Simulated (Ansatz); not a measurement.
**Question.** Name a neutral molecule of C, N, Si, Sn and H with LUMO energy (B3LYP/def2-TZVPP) between -0.40 and -0.10 eV and HOMO energy (B3LYP/def2-TZVPP) between -6.95 and -6.65 eV (Ansatz, PBE0-D4/def2-TZVP geometry).

**Answer.** `[NH2][SnH2][CH2][SiH3]` (-0.33 eV, -6.84 eV). Other molecules can fit too; these were computed, each in one conformer that needn't be the lowest.

B3LYP here is the variant with VWN-RPA as its local correlation; programs differ in this.
